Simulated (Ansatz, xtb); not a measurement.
## AlFGaGeH5: where a starting geometry ends

The starting geometry of this gas-phase singlet was built from a drawn formula by distance geometry; its bonds are those of `[F][GaH][GeH2][AlH2]`.

```xyz
9

Al    2.5513    2.3750    0.2347
F    -1.5941    0.6652   -0.5148
Ga   -0.5803    0.6538    1.1602
Ge    0.4843    2.9725    1.2969
H    -0.8362   -0.1089    2.3929
H     0.6763    3.4809    2.8092
H    -0.4475    3.9172    0.5019
H     3.0902    2.9975   -1.1122
H     3.4477    1.2456    0.9903
```

Problem. Predict what becomes of its bonds when it is optimised with r2SCAN-D4/def2-SVP.

Solution. A new bond forms, giving a structure with F2 bridging Al1 and Ga3, given below by its coordinates. Contacts that close: Al1–F2 (4.55 → 1.87 Å).

The energy falls by 1.92 eV over 34 steps:

| step | E − E(last) (eV) |
| --- | --- |
| 1 | 1.917 |
| 5 | 0.973 |
| 8 | 0.965 |
| 12 | 0.959 |
| 16 | 0.948 |
| 19 | 0.930 |
| 23 | 0.617 |
| 27 | 0.007 |
| 30 | 0.002 |
| 34 | 0.000 |

Final geometry (Å):

| atom | x (Å) | y (Å) | z (Å) |
| --- | --- | --- | --- |
| Al | 2.0561 | 1.8508 | 0.0061 |
| F | 0.7315 | 0.5378 | 0.1222 |
| Ga | -0.6969 | 1.1979 | 1.3051 |
| Ge | 0.6102 | 3.2422 | 1.5640 |
| H | -1.6971 | -0.0108 | 1.2873 |
| H | 0.7793 | 3.3871 | 3.0926 |
| H | -0.3669 | 4.3660 | 1.1519 |
| H | 2.0329 | 2.3762 | -1.4947 |
| H | 3.3425 | 1.2515 | 0.7246 |

From the same start GFN2-xTB ends elsewhere, differing in Al1–F2 (5.17 against 1.87 Å here), Al1–H6 (1.77 against 3.68 Å here), Al1–H7 (1.76 against 3.68 Å here).

No frequencies were run, so the end isn't proven a minimum. Run with Ansatz 0.2.0, 70 s on 2 threads of Intel(R) Xeon(R) 6975P-C (Granite Rapids) (shared host).
